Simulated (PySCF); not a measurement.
# Does the structure fit the spectrum?

A compound C4H12OSi3 gives the data below (simulated from a calculation) and was assigned the structure `C=C(C=O)[Si@H]([SiH3])[SiH2]C`.

¹³C{¹H} NMR (computed): δ 208.1 (CH), 143.0 (CH2), 142.4 (CH), 28.3 (C).

¹H NMR (500 MHz, computed): δ 9.69 (s, 1H), 6.48 (m, 1H), 6.41 (m, 1H), 6.24 (m, 1H), 4.73 (d, 2H), 4.10 (s, 6H).

How the numbers were obtained: NMR shieldings at PBE0/pcSseg-1/GIAO, GFN2-xTB structure, in PySCF 2.14.0 with density-fitted response routines (one computed conformer, no solvent model, relativity neglected, rapidly exchanging positions averaged).

Scale: ¹H (31.72 ppm), ¹³C (186.93 ppm) against TMS (reference shieldings calculated alike).

**Question.** Compare with the shifts computed for the proposed structure, pairing carbons in order of shift.

**Answer.** Atoms are numbered as in `[CH2:1]=[C:2]([CH:3]=[O:4])[Si@H:5]([SiH3:6])[SiH2:7][CH3:8]`. Hydrogens are named by the atom that carries them.

```tsv
atom	computed for proposal	given list	difference
C3	205.0	208.1	-3.1
C2	161.7	143.0	+18.7
C1	153.9	142.4	+11.5
C8	-7.8	28.3	-36.1
```

The rms difference is 21.2 ppm and the largest -36.1 ppm at C8 (methyl carbon bonded to Si). The carbon types in order of shift don't match either: CH, C, CH2, CH3 for the proposal against CH, CH2, CH, C in the data. The proposal doesn't fit.

**Question.** Which isomer fits?

**Answer.** `C=C[SiH2]C([SiH3])([SiH3])C=O`.

- Carbon types of the structure: 1 × C, 2 × CH, 1 × CH2, leaving 8 H on heteroatoms.
- δC 208.1: aldehyde carbonyl carbon; the double bond to the heteroatom, with no lone-pair donor beside it, deshields it most.
- δC 143.0: terminal =CH2 carbon; as expected for a trigonal carbon in a double bond.
- δC 142.4: alkene CH; as expected for a trigonal carbon in a double bond.
- δH 9.69: hydrogen on an aldehyde carbonyl carbon; the formyl region, downfield of aromatic protons.

Other isomers checked: COC1=C[SiH2]C1([SiH3])[SiH3] (rms 54.3 ppm).

This is the structure that produced the data.

Shifts are as computed. Against solution values, carbons near 30 ppm lie about +3 ppm off and those near 130 ppm about +5 ppm. Of 1211 compounds with measured shifts, 218 miss one by over three times the rms of a fit or turn the order of signals round; such compounds aren't used in these exercises. Multiplicities follow the n + 1 count of equivalent neighbours, as no J values were calculated; m marks all less simple cases, F and P coupling included.
